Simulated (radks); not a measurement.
Excited configurations of C+: one electron is placed in a higher orbital outside [He] 2s2. The ground configuration is [He] 2s2 2p1. All-electron calculation, Dirac Kohn-Sham, PBEsol, spin-unpolarised, spherical densities, finite nucleus; open shells fill j = l - 1/2 first; Fermi nuclear charge, rms radius 2.4702 fm. Program: a radial shooting solver on a logarithmic mesh with Libxc functionals. Excitation = E - E(ground); binding = E(ion) - E, where the ion is the core of charge +2; n* = 2/sqrt(2 binding) in atomic units, and the quantum defect is n - n*.

outer orbital,excitation (eV),binding (eV),n*,eigenvalue (eV),<r> (bohr)
3s1/2,14.075,9.951,2.339,-7.733,4.172
4s1/2,18.971,5.056,3.281,-3.982,8.285
4d3/2,20.207,3.819,3.775,-2.869,9.472
5s1/2,20.965,3.061,4.217,-2.456,13.76
7p1/2,22.653,1.374,6.294,-1.124,30.65
7d3/2,22.745,1.281,6.517,-1.042,31.95
7f5/2,22.813,1.213,6.698,-0.976,32.29

The Delta-SCF ionisation energy is 24.026 eV (NIST Atomic Spectra Database: 24.383 eV, measured). Self-interaction in the functional shifts the binding energies and quantum defects, so they are the method's values and not measured ones. Spin polarisation and multiplet splitting are left out, so open shells lie too high by an amount that depends on their filling.

Beside tabulated values, note that spin-unpolarised runs miss the spin-polarisation part of the exchange energy of open shells.
